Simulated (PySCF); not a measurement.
# A computed series [M(SH)3]+

Computed with PySCF 2.14.0, PBE0, def2-SVP on the ligands, density fitting, scalar-relativistic core potentials, no spin-orbit coupling, vacuum. Each member is relaxed from one template within its symmetry. Distances are means of the shortest metal–ligand contacts, charges and spins Mulliken's; removal energies are rigid, with the ligand's formal charge and no counterpoise, so too large; for an anion taken off a cation in vacuum most of it is the attraction of opposite charges, and multiply charged cations can part far more cheaply with an electron moved from ligand to metal. lcecp potentials hold a fixed number of 4f electrons in the core, out of states, spins and gaps.

```csv
metal,basis on the metal,point group,M–SH (Å),charge on M (e),removal of one SH (eV),"strongest infrared band, degenerate modes summed (cm⁻¹)",unstable modes (below −25 cm⁻¹)
Ce,lcecp-2-SVP with ECP46,C3,2.514,1.15,14.74,2676,0
Tb,lcecp-2-SVP with ECP53,C3,2.421,0.91,15.35,2678,0
Dy,lcecp-2-SVP with ECP54,C3,2.413,0.81,15.42,2674,0
Hf,def2-SVP with ECP60,C3v,2.370,0.97,15.39,–,not given
Pb,def2-SVP with ECP60,C3h,2.444,0.73,15.96,2685,0
```

Question: What does the calculation give for Pr, lcecp-2-SVP with ECP47?

Answer: point group: C3, M–SH (Å): 2.501, charge on M (e): 0.96, removal of one SH (eV): 14.85, strongest infrared band, degenerate modes summed (cm⁻¹): 2676, unstable modes (below −25 cm⁻¹): 0.
```xyz
7

Pr    0.0000    0.0000   -0.0796
S     2.2712    0.3842    0.8952
H     2.4426   -0.8020    1.5336
S    -1.4683    1.7748    0.8952
H    -0.5268    2.5164    1.5336
S    -0.8029   -2.1590    0.8952
H    -1.9159   -1.7144    1.5336
```

From Ce to Dy the M–SH distance shrinks by 0.10 Å, the lanthanide contraction, and the energy to remove one SH rises by 0.68 eV.

Moved off a saddle point of the template and relaxed again: Ce, Pr, Tb, Dy, Pb. One start shape was tried for each, so a minimum needn't be the lowest isomer. Oxidation states forced by the potential, rare, strongly oxidising or of another configuration in reality: [Pr(SH)3]+, [Tb(SH)3]+, [Dy(SH)3]+.
